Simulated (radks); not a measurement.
Problem. The nitrogen ion N3+, 4 electrons, occupied as 1s1 2s2 3s1 (not the ground configuration). Calculated with a radial shooting solver on a logarithmic mesh with Libxc functionals: non-relativistic Kohn-Sham, exchange-only PBE, spin-polarised, spherical densities, point nucleus; open shells are filled with parallel spins first. Some entries of the table are withheld. Estimate them.

| orbital | occ. | eigenvalue (hartree) | <r^2> (bohr^2) |
|---|---|---|---|
| 1s up | 1 | -19.86332 | 0.06318 |
| 1s down | 0 | -18.35438 | 0.06738 |
| 2s up | 1 | -3.16425 | (1) |
| 2s down | 1 | -3.06728 | (2) |
| 3s up | 1 | -1.05088 | 7.518 |

Solution. 
(1) 2s up <r^2> (bohr^2): 1.129
(2) 2s down <r^2> (bohr^2): 1.170
